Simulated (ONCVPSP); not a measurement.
**Potentials for Co (Z = 27) compared**

Generated with ld1.x 7.5 (TM, RRKJ, ultrasoft, PAW), atompaw 4.2 or ONCVPSP 4.0.1. The cutoff is in Ry: for ld1.x and atompaw files where the sum of valence levels is converged to 10 mRy in a Bessel basis, for ONCV files where the hardest occupied wave has 1 mHa per electron of residual kinetic energy. The error is the largest all-electron minus pseudo excitation energy over each file’s own four to seven test configurations (ionisations up to +4, promotions, holes and added fractions of an electron), all of which were solved. The labels leave out finer settings (local radius, basis sizes, second energies), which also bear on the numbers. Spin-polarised tests are not counted. The rows are a selection from randomly drawn settings: files with unsolved tests, undetermined cutoffs or missed reference levels are left out.

A true bound ghost makes a file unfit for plane-wave use even where its test errors are small: the radial tests pick states by their node count and pass the ghost by.

| potential | cutoff (Ry) | largest error (meV) | bound ghosts |
| --- | --- | --- | --- |
| ONCV, PBE, scalar-relativistic, rc 1.40/1.65/1.40 (spd), local smoothed, core correction yes, reference 3s2 3p6 3d7 4s1.5 4p0.5, qcut 8.8/6.6/12.6, projectors 2/2/2 | 113 | +13 | none |
| ONCV, PW91, scalar-relativistic, rc 1.35/1.05/1.00 (spd), local d, core correction yes, reference 3s2 3p6 3d7 4s2, qcut 7.4/12.4/15.2, projectors 3/2/0 | 181 | -18 | none |
| ONCV, PBE, scalar-relativistic, rc 1.15/1.30/0.80 (spd), local smoothed, core correction yes, reference 3s2 3p6 3d7 4s1 4p1, qcut 13/8.7/13.1, projectors 2/2/2 | 272 | -0.9 | none |
| ONCV, PBEsol, scalar-relativistic, rc 1.20/1.00/1.65 (spd), local smoothed, core correction yes, reference 3s2 3p6 3d7 4s2, qcut 8.6/17/7.8, projectors 2/2/2 | 130 | -580 | none |
| ONCV, PBE, scalar-relativistic, rc 1.20/1.10/0.90 (spd), local d, core correction no, reference 3s2 3p6 3d7 4s2, qcut 12.9/14.3/19.9, projectors 3/1/0 | 252 | -6.8 | none |

Problem. Fill in the row for Co: ONCV, PBEsol, scalar-relativistic, rc 1.90/1.30/0.90 (spd), local smoothed, core correction yes, reference 3p6 3d8 4s1, qcut 3.1/9.8/15.1, projectors 2/2/3.

Solution. cutoff 204 Ry, largest error -48 meV, bound ghosts: s.

Problem. Fill in the row for Co: ONCV, LDA (Perdew-Wang 92), scalar-relativistic, rc 2.00/1.05/1.30/2.10 (spdf), local smoothed, core correction yes, reference 3p6 3d7 4s2, qcut 2.5/13.9/9.4/5.7, projectors 2/2/2/1.

Solution. cutoff 107 Ry, largest error +67 meV, bound ghosts: s.
